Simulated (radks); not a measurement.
Ionisation of neutral ytterbium, [Xe] 4f14 6s2, to [Xe] 4f14 6s1 as the strength of local exchange is varied. All-electron calculation, non-relativistic Kohn-Sham, Slater X-alpha exchange (alpha = 2/3 is LDA exchange), no correlation, spin-unpolarised, spherical densities, point nucleus; relativity is left out, which matters for an element this heavy. Program: a radial shooting solver on a logarithmic mesh with Libxc functionals.

| alpha | E(Yb) (hartree) | exchange (hartree) | IE (eV) | -e of the level emptied (eV) | <r> of it (bohr) |
|---|---|---|---|---|---|
| 0.557 | -13337.3659 | -220.7597 | 4.847 | 2.473 (6s) | 4.468 |
| 0.606 | -13356.8024 | -240.5749 | 5.068 | 2.670 (6s) | 4.399 |
| 0.667 | -13381.0433 | -265.3303 | 5.351 | 2.924 (6s) | 4.317 |
| 0.679 | -13385.8178 | -270.2116 | 5.407 | 2.975 (6s) | 4.302 |
| 0.693 | -13391.3905 | -275.9111 | 5.474 | 3.035 (6s) | 4.283 |
| 0.828 | -13445.2595 | -331.1320 | 6.136 | 3.640 (6s) | 4.117 |
| 0.839 | -13449.6594 | -335.6522 | 6.191 | 3.692 (6s) | 4.104 |
| 0.935 | -13488.1258 | -375.2340 | 6.687 | 4.152 (6s) | 3.995 |

NIST Atomic Spectra Database: 6.254 eV (measured). The Delta-SCF value meets it near alpha = 0.85. Relativity is left out here, which matters for elements this heavy. Spin polarisation and multiplet splitting are left out, so open shells lie too high by an amount that depends on their filling.

Beside tabulated values, note that spin-unpolarised runs miss the spin-polarisation part of the exchange energy of open shells.
